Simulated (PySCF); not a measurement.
All values are calculated (PySCF): structure optimised with GFN2-xTB, shieldings: GIAO PBE0/pcSseg-1. Single conformer, equivalent nuclei averaged, no solvent model, relativity neglected.

Shifts are taken against calculated references (same method and geometry level): TMS for 1H (σ = 31.72 ppm) and 13C (σ = 186.93 ppm). Shifts are as computed. Against solution values, carbons near 30 ppm lie about +3 ppm off and those near 130 ppm about +5 ppm. Of 1211 compounds with measured shifts, 218 miss one by over three times the rms of a fit or turn the order of signals round; such compounds aren't used in these exercises.

Question: Order these molecules by the shift of their most deshielded carbon-bound hydrogen, lowest δ first.
A. O=C1OCC(F)=C1F
B. F[C@@H]1CCC(C(F)(F)F)=CO1
C. CC#Cc1cccnn1
D. C=C[C@@]1(C(F)(F)F)C[C@H]1C(=O)F

Answer: A (4.90 ppm, hydrogen on an allylic sp3 CH2 bonded to O), D (6.20 ppm, hydrogen on an alkene CH), B (7.22 ppm, hydrogen on an alkene carbon bearing oxygen), C (9.39 ppm, hydrogen on an aromatic CH next to a ring nitrogen).

Question: Order these molecules by the shift of their most shielded carbon, lowest δ first.
A. F[C@@H]1CCC(C(F)(F)F)=CO1
B. CC#Cc1cccnn1
C. C=C[C@@]1(C(F)(F)F)C[C@H]1C(=O)F
D. O=C1OCC(F)=C1F

Answer: B (5.8 ppm, propargylic methyl carbon), A (16.5 ppm, allylic sp3 CH2), C (24.5 ppm, three-membered-ring carbon), D (64.7 ppm, allylic sp3 CH2 bonded to O).

Question: How many 13C and 1H signals does each give (equivalence by symmetry and fast rotation, but not about amide C–N or C=N bonds)? `CC#Cc1cccnn1`, `C=C[C@@]1(C(F)(F)F)C[C@H]1C(=O)F`, `F[C@@H]1CCC(C(F)(F)F)=CO1`, `O=C1OCC(F)=C1F`

Answer: CC#Cc1cccnn1: 7 C, 4 H; C=C[C@@]1(C(F)(F)F)C[C@H]1C(=O)F: 7 C, 6 H; F[C@@H]1CCC(C(F)(F)F)=CO1: 6 C, 6 H; O=C1OCC(F)=C1F: 4 C, 1 H.
